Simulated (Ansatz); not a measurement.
# Strength of the N–H bond: C2H7NSi → C2H6NSi + H

Gas-phase species: C2H7NSi `C=CN[SiH3]`, singlet; C2H6NSi `C=C[N][SiH3]`, doublet; H atom, doublet. 

Shapes, held fixed at every level: PBE0-D4/def2-TZVP. Flexible molecules stand in one conformer, not always the lowest. Programs: Ansatz 0.2.0. The zero-point and thermal change to 298 K, harmonic and unscaled (PBE0-D4/def2-TZVP), is -30.8 kJ/mol.

```
                level                    kind  ΔH(298 K) (kJ/mol)  CPU time (sum over the molecules)
          HF/def2-SVP            Hartree–Fock              +261.2                                  –
        HF/def2-TZVPP            Hartree–Fock              +258.7                                  –
 r2SCAN-D4/def2-TZVPP                meta-GGA              +358.6                               22 s
  B3LYP-D4/def2-TZVPP           global hybrid              +370.3                               28 s
  BHLYP-D4/def2-TZVPP           global hybrid              +366.5                               19 s
r2SCAN0-D4/def2-TZVPP           global hybrid              +361.1                               26 s
   wB97M-V/def2-TZVPP  range-separated hybrid              +381.1                               53 s
    B2PLYP/def2-TZVPP           double hybrid              +374.8                               27 s
```

B2PLYP/def2-TZVPP gives ΔH(298 K) = +374.8 kJ/mol; the levels span +258.7 to +381.1. The median of the levels is +363.8. Hartree–Fock misses the correlation of the pair that is broken and comes out low. No measured value is set beside it here. Spin contamination: C2H6NSi (⟨S²⟩ up to 0.94). Open shells run unrestricted. Times are processor times on shared x86 and Arm servers, and rough.
